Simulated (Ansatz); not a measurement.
`CC[Si]Br` + `[SiH3]N[SiH3]` → `[SiH3]N([SiH3])[Si]Br` + ethane at 600 K and 1 bar (ligand exchange at the Si–C bond).

Calculated with Ansatz (gas phase, PBE0-D4/def2-TZVP geometries, no zero-point term in ΔE). CCSD(T)/CBS is the MP2 limit (def2-TZVPP, def2-QZVPP) plus CCSD(T) − MP2 in def2-TZVPP, frozen cores. This one scheme is used for every species. For Br outer-core shells are correlated without core-valence functions, which leaves a few kJ/mol of doubt a bond. Scalar relativity is left out up to krypton. Each species was taken in one conformer, which may not be the lowest.

```csv
species,CCSD(T)/CBS energy (Eh),H − E (kJ/mol),S (J/(mol·K))
`CC[Si]Br`,-2941.51653,223.3,419.4
`[SiH3]N[SiH3]`,-637.10515,230.1,420.5
`[SiH3]N([SiH3])[Si]Br`,-3498.95213,227.5,501.7
`CC`,-79.71954,228.8,274.9
```

H − E and S are ideal-gas, rigid-rotor, harmonic terms from PBE0-D4/def2-TZVP, for one conformer and one mirror image of each species. 1 Eh = 2625.50 kJ/mol, R = 8.31446 J/(mol·K).

Q: By hand: ΔE, ΔH, ΔS and ΔG.

A: ΔE = (-3498.95213) + (-79.71954) − (-2941.51653) − (-637.10515) = -0.04999 Eh = -131.2 kJ/mol. Δ(H − E) = 227.5 + 228.8 − 223.3 − 230.1 = 2.9, so ΔH = -128.3 kJ/mol. ΔS = 501.7 + 274.9 − 419.4 − 420.5 = -63.3 J/(mol·K). ΔG = -128.3 − 600 × (-63.3)/1000 = -90.3 kJ/mol.

Q: By hand: the equilibrium constant, and the temperature at which ΔG would vanish if ΔH and ΔS stayed fixed.

A: log₁₀ K = −ΔG/(RT ln 10) = 7.9. ΔG = 0 at ΔH/ΔS = 2027 K.

ΔH outweighs TΔS. A doubt of 5 kJ/mol in ΔE shifts log₁₀ K by 0.4 here. Other conformers and mirror images would add mixing entropy, several J/(mol·K) or more a flexible species. Modes under 60 cm⁻¹, often nearly free rotors, make the harmonic entropy too high. These are equilibria of isolated gas molecules and say nothing of rates. Largest T1 diagnostic: 0.012 (customary marks: 0.02 for closed shells, 0.045 for open ones).
